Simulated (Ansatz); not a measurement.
Frontier orbitals of `[NH2][GaH][BH][SiH3]`.

Total charge 0; spin multiplicity 1. Correlated methods include outer-core shells of Ga, which these sets cover unevenly. Scalar relativity is left out up to krypton. The geometry is a stationary point of PBE0-D4/def2-TZVP. It is one conformer, not always the lowest. Basis def2-TZVPP, the Gaussian-basis code of Ansatz.

Orbital energies of one run (eV). Highest occupied ones, from the top: -7.43, -7.58, -8.95, -9.47, -10.04, -10.16, -12.41, -13.54, -13.75, -15.95, -22.53, -23.02, -23.12, -23.14. Empty: -2.53, -0.49, 1.05, 1.41, 1.62, 1.85.

Problem. Which functional gave them?
A. revPBE
B. r2SCAN0
C. CAM-B3LYP
D. LC-ωPBE

Solution. B. HOMO energies: r2SCAN0 -7.43, CAM-B3LYP -8.61, revPBE -5.90, LC-ωPBE -9.96 eV.

LC-ωPBE has ω = 0.4 bohr⁻¹.
